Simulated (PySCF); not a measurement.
**Substituent effects on chemical shifts**

Parent skeleton `[SiH3:1][O:2][SiH:3]1[CH:4]=[CH:5][SiH2:6][NH:7]1`; one hydrogen on atom 1 is replaced by X. Hydrogens on one atom are averaged.

[PySCF: GFN2-xTB geometry; GIAO PBE0/pcSseg-1 shieldings; non-relativistic Hamiltonian; no solvent; one computed conformer]

Referencing at the same level of theory: ²⁹Si (349.16 ppm), ¹³C (186.93 ppm), ¹H (31.72 ppm) against TMS; ¹⁷O (336.08 ppm) vs H2O; ¹⁵N (267.73 ppm) against NH3.

Problem. Give δ (ppm) for X = OH, NHCHO, CH3, propynyl, NHCH3, N=CH2, ethynyl, CH2SiH3, vinyl.

Solution. 
```tsv
X	SMILES	Si1	O2	Si3	C4	C5	Si6	N7	H(Si1)	H(Si3)
OH	O[SiH2]O[Si@@H]1C=C[SiH2]N1	-29.0	95.8	-24.0	159.2	156.1	-35.7	29.9	5.15	5.48
NHCHO	O=CN[SiH2]O[Si@H]1C=C[SiH2]N1	-38.2	70.6	-27.5	157.4	156.7	-35.9	25.0	5.58	5.51
CH3	C[SiH2]O[Si@H]1C=C[SiH2]N1	-21.1	68.9	-27.8	159.1	156.0	-36.3	27.2	5.23	5.32
propynyl	CC#C[SiH2]O[Si@@H]1C=C[SiH2]N1	-57.4	68.7	-27.8	158.1	156.1	-36.3	27.9	5.16	5.35
NHCH3	CN[SiH2]O[Si@H]1C=C[SiH2]N1	-35.1	77.7	-27.6	157.7	156.2	-35.7	26.2	5.15	5.32
N=CH2	C=N[SiH2]O[Si@H]1C=C[SiH2]N1	-43.4	92.3	-29.5	160.6	156.5	-37.1	28.1	5.34	5.36
ethynyl	C#C[SiH2]O[Si@@H]1C=C[SiH2]N1	-57.0	67.9	-27.3	157.2	156.7	-35.1	27.4	5.18	5.35
CH2SiH3	[SiH3]C[SiH2]O[Si@@H]1C=C[SiH2]N1	-21.2	77.5	-26.7	158.2	156.1	-36.3	28.0	5.13	5.34
vinyl	C=C[SiH2]O[Si@@H]1C=C[SiH2]N1	-33.1	59.4	-29.3	161.0	155.9	-36.8	27.8	5.42	5.41
```

Problem. Which position responds most, and to which substituents?

Solution. O2: from 59.4 ppm with vinyl to 95.8 ppm with OH.

Experimental scales use liquid or dissolved standards, which lie at an offset from isolated H2O (liquid H2O: subtract about 36 ppm) and NH3 (liquid NH3: subtract about 20 ppm).
